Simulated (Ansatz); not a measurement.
`CO[SiH2]S[SiH2]OC`, charge 0, multiplicity 1.

**Question.** Give a relaxed structure at PBE0-D4/def2-TZVP (the Gaussian-basis code of Ansatz). (Estimate.)

**Answer.** The calculation gave: 
Z-matrix (Å, degrees):
```
C
O 1 1.410
H 1 1.091 2 108.2
H 1 1.095 2 111.2 3 119.0
H 1 1.096 2 111.7 3 -119.5
Si 2 1.642 1 123.0 3 167.6
S 6 2.118 2 108.4 1 -167.2
H 6 1.486 2 112.2 1 74.5
H 6 1.489 2 108.3 1 -45.6
Si 7 2.146 6 101.2 2 33.3
O 10 1.633 7 115.0 6 62.5
H 10 1.482 7 109.9 6 -62.0
H 10 1.478 7 103.1 6 178.1
C 11 1.408 10 125.9 7 -82.5
H 14 1.091 11 108.2 10 -155.8
H 14 1.095 11 110.8 10 85.3
H 14 1.095 11 111.7 10 -36.0
```
This is one stationary point; other conformers may exist.
